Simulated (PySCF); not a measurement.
Compound: C₃H₈F₃PSi₂.
Numbering: `[F:1][Si:2]([F:3])([F:4])[Si@@H:5]([PH2:6])[CH:7]1[CH2:8][CH2:9]1`

Definitions: NICS(0) = −σiso at the ring centroid; NICS(1) = −σiso and NICS(1)zz = −σzz at ±1 Å along the ring normal z. Level: GIAO PBE0/pcSseg-1 (PySCF, non-relativistic, gas phase) on the GFN2-xTB geometry, one conformer.

Ring bond lengths (Å), with Mayer bond orders in brackets: C7–C8 1.505 (0.96), C8–C9 1.490 (0.97), C9–C7 1.507 (0.94).

Task: Give the NICS values of each ring in ppm.

Result: 
```csv
ring,type,NICS(0),"NICS(1), two faces","NICS(1)zz, two faces",rms pucker (Å),"centre to ring atoms, mean (Å)"
C7–C8–C9,3-membered carbocycle; formal bonds all single,-45.1,-8.3 / -9.0,-24.6 / -26.1,0.00,0.87
```

Task: What do they say, and how far can they be read as aromaticity?

Result: 
- C7–C8–C9: mean NICS(1)zz -25.4 ppm, shielded. C7, C8, C9 have four or more neighbours, so the value isn't read as a sign of a π ring current. NICS(0) lies 36 ppm below the mean NICS(1).

Task: What field does 14.1 T along the ring normal induce along that normal at the first NICS(1) probe listed for ring C7–C8–C9, 1 Å off the ring?

Result: NICSzz × B0 = -24.6 ppm × 14.1 T = -347 μT, against the applied field.

Task: List the ring angles and the Hirshfeld charges of the ring atoms.

Result: 
- C7–C8–C9: C7 59.3° (-0.132 e), C8 60.4° (-0.082 e), C9 60.3° (-0.086 e); sum 180.0° against 180° for a flat convex ring.

Task: How shielded are the nuclei of the rings and their hydrogens (means over atoms taken as equivalent)?

Result: 
| atoms | environment | σ isotropic (ppm) | principal values of the symmetric part, first atom (ppm) |
| --- | --- | --- | --- |
| C7 | sp3 carbon bound to silicon | 191.7 | 165.5, 182.6, 226.9 |
| C8 | three-membered-ring carbon | 178.7 | 148.2, 175.0, 212.9 |
| C9 | three-membered-ring carbon | 182.0 | 150.7, 178.3, 217.0 |
| H on C7 | methine hydrogen | 31.93 | 24.2, 28.5, 43.1 |
| H on C8 | methylene hydrogen | 30.80 | 24.5, 26.1, 41.8 |
| H on C8 | methylene hydrogen | 31.31 | 24.0, 30.0, 39.9 |
| H on C9 | methylene hydrogen | 30.95 | 25.1, 25.9, 41.9 |
| H on C9 | methylene hydrogen | 31.23 | 24.9, 29.5, 39.3 |

The values belong to the conformer `[F:1][Si:2]([F:3])([F:4])[Si@@H:5]([PH2:6])[CH:7]1[CH2:8][CH2:9]1`: F1–Si2–Si5–P6 51°, Si2–Si5–C7–C8 24°, H–P6–Si5–Si2 -76°, H–P6–Si5–Si2 -169°.
